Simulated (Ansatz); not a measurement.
H6Si4, SMILES `[SiH2]=[SiH][SiH]=[SiH2]` (Si–Si–Si–Si torsion 64°) (charge 0, multiplicity 1).

Cartesian coordinates (Å):
```xyz
10

Si    -2.1760     0.8995     0.4123
Si    -1.0765    -0.9414     0.6130
Si     1.1762    -0.7167     0.7350
Si     2.1157     0.1029    -1.0208
H     -1.4675     2.1085    -0.0678
H     -3.6424     0.9401     0.1933
H     -1.7530    -2.1310     1.1866
H      1.9750    -1.5609     1.6577
H      1.2888     0.8611    -1.9882
H      3.5596     0.4380    -1.0777
```
Charge 0, spin multiplicity 1.

Frozen-core energies in 6-31g from Ansatz (an electronic-structure program) at a geometry from PBE0-D3(BJ)/def2-TZVP; the HF reference has <S^2> = 0.00 (restricted, and unstable towards unrestricted orbitals) and the T1 diagnostic is 0.012.

```
level     energy (Ha)  difference from CCSDT(Q) (mHa)
--------  -----------  ------------------------------
HF        -1158.89714                          293.05
MP2       -1159.11948                           70.71
CCSD      -1159.17952                           10.67
CCSD(T)   -1159.18800                            2.18
CCSDT     -1159.18942                            0.77
CCSDT(Q)  -1159.19019                            0.00
```
